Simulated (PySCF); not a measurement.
Vertical excitations of a molecule CH₇NSi₃ from TDDFT-CAM-B3LYP/def2-SVPD (PySCF), as energy in eV (oscillator strength): 3.65 (0.000), 5.22 (0.001), 5.45 (0.010), 5.61 (0.002), 5.95 (0.054), 6.11 (0.001), 6.41 (0.061), 6.54 (0.105), 6.70 (0.176), 6.77 (0.044). Lowest triplet (TDA): 2.94 eV. The structure is a stationary point at PBE-D3(BJ)/def2-SVP. One conformer was computed; it need not be the lowest.

### Question
Which structure fits?
A. [SiH3]C1=N[SiH2][SiH2]1
B. [SiH3][Si@H]1N=C[SiH2]1
C. [SiH3][Si@@H]1C=N[SiH2]1
D. C1=N[SiH2][SiH2][SiH2]1

### Answer
B, [SiH3][Si@H]1N=C[SiH2]1
